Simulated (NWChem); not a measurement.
Species: CaCl$_{2}$; SMILES [Cl][Ca][Cl]

Give the equilibrium geometry at PBE0/def2-SVP (NWChem) as an XYZ file, with the point group.

point group C2v; any orientation.
```
3

Ca     0.0000     0.0000     0.2001
Cl     2.4166     0.0000    -0.1707
Cl    -2.4166     0.0000    -0.1707
```
